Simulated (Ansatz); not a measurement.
The cluster H2Au2. Total charge 0; singlet. Geometry r2SCAN-D4/def2-TZVP; atoms count from 1.

```xyz
4

Au    0.5433    0.2996   -0.3124
Au   -1.7060   -1.1785   -0.1423
H    -0.6990   -0.3011    0.7999
H     1.8617    1.1801   -0.3452
```

In the def2 sets Au takes a core potential; there is no spin–orbit coupling. The structure comes from a short search, and lower isomers may exist.

Estimate the Mulliken populations from the PBE0/def2-TZVP orbitals of Ansatz.


| atom | charge (e) | d electrons |
| --- | --- | --- |
| Au1 | -0.02 | 9.63 |
| Au2 | 0.17 | 9.75 |
| H3 | -0.07 | – |
| H4 | -0.08 | – |
Mulliken values and Mayer orders depend strongly on the basis.

And the Mayer bond orders between bonded heavy atoms (over 0.3)?

Au1–Au2 0.32 (2.70 Å).
